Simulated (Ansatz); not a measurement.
A structure relaxed at PBE0-D4/def2-SVP in Ansatz, charge 0, singlet:

Cartesian coordinates in Å:
```
Sn -0.176 1.305 0.312
Sn 0.459 -1.809 1.336
Sn 0.535 -0.792 -1.369
H 0.123 0.159 1.782
H 0.907 2.510 0.883
H -0.723 -0.960 -2.523
H 1.959 -0.287 -2.188
H -1.783 1.753 0.708
H -1.301 -1.879 1.060
```

Q: Give its formula.

A: the cluster Sn3H6 (the lowest singlet isomer of a short search).

Q: Summarise the bond lengths by kind (pairs closer than 1.2 times the sum of covalent radii, bridged metal pairs left out).

A: 2 × Sn–Sn 2.78 to 2.89 Å; 6 × H–Sn 1.71 to 1.89 Å.

In the def2 sets Sn takes a core potential; there is no spin–orbit coupling. The structure comes from a short search, and lower isomers may exist.
